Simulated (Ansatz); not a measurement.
Total energies of `C[O][Ga]([OH])[CH2][SiH3]`.

Cartesian coordinates in Å:
```
C 1.844 1.010 -1.983
O 0.574 0.754 -1.447
Ga 0.253 -0.536 -0.254
O 1.642 -1.535 0.265
C -1.534 -0.815 0.448
Si -1.913 0.181 1.984
H 2.612 1.150 -1.210
H 2.182 0.207 -2.653
H 1.799 1.932 -2.570
H 2.473 -1.305 -0.156
H -1.646 -1.880 0.672
H -2.246 -0.550 -0.338
H -0.966 -0.174 3.075
H -1.774 1.635 1.702
H -3.299 -0.074 2.463
```

The species carries charge 0 and has multiplicity 1. Correlated methods include outer-core shells of Ga, which these sets cover unevenly. Scalar relativity is left out up to krypton. All single points use the PBE0-D4/def2-TZVP geometry. It is one conformer, not always the lowest. Basis def2-TZVPP, Ansatz 0.2.0.

RPA on PBE orbitals: Hartree–Fock energy of these orbitals -2442.95541 Eh, correlation -1.92434 Eh (frozen core).

```csv
functional,kind,energy without D4 (Eh),D4 term (kJ/mol)
PBE,GGA,-2445.86269,-32.3
revPBE,GGA,-2446.30356,-90.2
r2SCAN,meta-GGA,-2446.42507,-8.3
B97M-V,meta-GGA with VV10,-2446.09552,–
B3LYP,"global hybrid, 20 %",-2446.66545,-51.9
r2SCANh,"meta-GGA hybrid, 10 %",-2446.40003,-8.9
r2SCAN0,"meta-GGA hybrid, 25 %",-2446.36466,-9.8
HSE06 (plane-wave form),screened hybrid,-2445.92728,-26.0
BHLYP,"global hybrid, 50 %",-2446.43312,-42.3
CAM-B3LYP,range-separated hybrid,-2446.61713,-28.4
LC-ωPBE,long-range corrected hybrid,-2446.11221,–
ωB97M-V,range-separated hybrid meta-GGA with VV10,-2446.36150,–
B2PLYP,double hybrid,-2445.92803,–
PBE-QIDH,double hybrid,-2445.50004,–
```

Task: Give the same for LDA (SPW92), BLYP, PBE0, ωB97X-V. (Estimate.)

Result: The calculation gave: 
```json
{"functional": "LDA (SPW92)", "kind": "LDA", "energy without D4 (Eh)": "-2440.54077", "D4 term (kJ/mol)": "–"}
{"functional": "BLYP", "kind": "GGA", "energy without D4 (Eh)": "-2446.57416", "D4 term (kJ/mol)": "-69.1"}
{"functional": "PBE0", "kind": "global hybrid, 25 % exact exchange", "energy without D4 (Eh)": "-2445.94634", "D4 term (kJ/mol)": "-27.7"}
{"functional": "ωB97X-V", "kind": "range-separated hybrid GGA with VV10", "energy without D4 (Eh)": "-2446.29150", "D4 term (kJ/mol)": "–"}
```

B3LYP takes the VWN-RPA correlation (the form of Gaussian; ORCA's B3LYP/G). HSE06 is the plane-wave form, built on full-range PBE exchange. The double hybrids freeze the cores in their second-order part.

LC-ωPBE has ω = 0.4 bohr⁻¹.
